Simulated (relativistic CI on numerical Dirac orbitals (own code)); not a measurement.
# d1 to d9 in one octahedral field

Computed with a parametric ligand-field model without spin-orbit coupling, by exact diagonalisation: B = 420, C = 1920, 10Dq = 38700 cm⁻¹ (Oh; |10Dq|/B = 92.1) for every shell. Energies in cm⁻¹; the field energy is (0.6 n_e − 0.4 n_t2) × 10Dq of the ground term; g labels are left out. So small a B with so large a field is typical of 4d and 5d ions, where spin-orbit coupling, left out here, reaches 1,000 to 4,000 cm⁻¹.

```
Shell  Ground term  Electrons in e  Field energy  First spin-allowed bands  Lowest term of other spin
   d1          2T2           0.000        -15480                  2E 38700                           
   d2          3T1           0.003        -30825      3T2 37589, 3T1 42778                   1T2 6454
   d3          4A2           0.000        -46440      4T2 38700, 4T1 43559                    2E 9234
   d4          3T1           0.006        -61679       3E 36710, 3T1 37194                   1T2 5864
   d5          2T2           0.012        -76920      2A2 36009, 2T1 36157                  4T1 29387
   d6          1A1           0.010        -92483      1T1 37127, 1T2 43438                  3T1 33157
   d7           2E           1.006        -69420      2T1 37038, 2T2 37567                  4T1 29470
   d8          3A2           2.000        -46440      3T2 38700, 3T1 43559                    1E 7173
   d9           2E           3.000        -23220                 2T2 38700
```

Low spin: d4, d5, d6, d7; the other shells keep the spin of the free ion. Only d4 to d7 can choose; the field needed to pair spins is smallest for d6 and largest for d5, which loses most exchange energy. In the strong-field picture 10Dq must exceed about 6B + 5C = 12120 (d4), 7.5B + 5C = 12750 (d5), 2.5B + 4C = 8730 (d6) and 4B + 4C = 9360 (d7); mixing of terms shifts these bounds somewhat.
